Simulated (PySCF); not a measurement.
## How methods differ on the excitation energy of V

V [Ar] 3d3 4s2 (4F) → V [Ar] 3d4 4s1, s spin flipped, as a difference of total energies. Calculation: PySCF 2.14, in dyall-av3z (24s17p10d3f2g, 164 functions); no relativity, point nucleus. The calculations carry no spin-orbit coupling.

```
 method  excitation energy (eV)
r2SCANh                   0.489
 revPBE                   0.228
r2SCAN0                   0.532
```

The upper determinant mixes two multiplicities, so it lies between the two terms.
